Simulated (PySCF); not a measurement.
Molecule (SMILES): [C](Cl)Cl (closed-shell singlet).
Geometry (B3LYP-D3(BJ)/def2-TZVP, fixed):
```
C
Cl 1 1.7242
Cl 1 1.7242 2 109.61
```

How fast the lowest singlet excitation energy converges with the basis for several methods (PySCF): deviation from each method's own reference, in eV. References: CAM-B3LYP 2.548 eV, the value in aug-pcseg-3; PBE 2.553 eV, the value in aug-pcseg-3; PBE0 2.566 eV, the value in aug-pcseg-3. All functions are spherical. Density fitting with generated auxiliary sets. No added dispersion term, no relativity. Tamm-Dancoff approximation, the state taken by its order.

| basis | functions | CAM-B3LYP | PBE | PBE0 |
|---|---|---|---|---|
| 6-31G | 35 | -0.006 | 0.163 | [?] |
| 6-31G** | 50 | 0.074 | 0.140 | [?] |
| pcseg-1 | 50 | 0.046 | 0.094 | [?] |
| cc-pV(D+d)Z | 60 | 0.036 | 0.073 | [?] |
| pcseg-2 | 98 | 0.039 | 0.057 | [?] |
| cc-pV(Q+d)Z | 183 | 0.005 | 0.009 | [?] |
| pcseg-3 | 188 | 0.002 | 0.006 | [?] |
| def2-QZVPP | 197 | 0.004 | 0.008 | [?] |

### Question
Some entries are withheld; supply them.

### Answer

- 6-31G, PBE0: 0.055
- 6-31G**, PBE0: 0.097
- pcseg-1, PBE0: 0.068
- cc-pV(D+d)Z, PBE0: 0.053
- pcseg-2, PBE0: 0.044
- cc-pV(Q+d)Z, PBE0: 0.007
- pcseg-3, PBE0: 0.003
- def2-QZVPP, PBE0: 0.006
